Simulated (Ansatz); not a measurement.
Two isomers of C11H8O2: A = `O=C(O)c1cccc2ccccc12`, B = `O=C(O)c1ccc2ccccc2c1`.

Calculated with Ansatz (gas phase, PBE0-D4/def2-TZVP geometries, no zero-point term in ΔE). CBS: MP2 limit from def2 TZ/QZ plus the TZ coupled-cluster correction, frozen cores. DFT in def2-TZVPP. One conformer a species, not always the lowest.

Problem. Which isomer does CCSD(T)/CBS put lower? Give the gap. (Best estimate.)

Solution. Computed: B, by 4.2 kcal/mol.

Problem. Give E(B) − E(A) in kcal/mol with ωB97M-V, r2SCAN-D4, MP2/def2-TZVPP, LDA (SPW92), CCSD/def2-TZVPP, PBE0-D4, CCSD(T)/def2-SVP. (Estimate.)

Solution. The calculation gave: ωB97M-V -4.3, r2SCAN-D4 -4.5, MP2/def2-TZVPP -3.9, LDA (SPW92) -3.6, CCSD/def2-TZVPP -4.5, PBE0-D4 -4.3, CCSD(T)/def2-SVP -3.9. None reverses the order clearly.

Largest T1 diagnostic: 0.013.

Leaving LDA and LC-ωPBE aside and taking each functional with its dispersion term where it has one, the values, not all of them listed here, spread over 0.6 kcal/mol, from BHLYP-D4 to revPBE-D4. LDA lies +0.9 kcal/mol from PBE without D4. In def2-TZVPP, CCSD(T) changes the Hartree–Fock value by +2.1 kcal/mol (the triples alone add +0.5 kcal/mol) and MP2 by +2.3 kcal/mol.
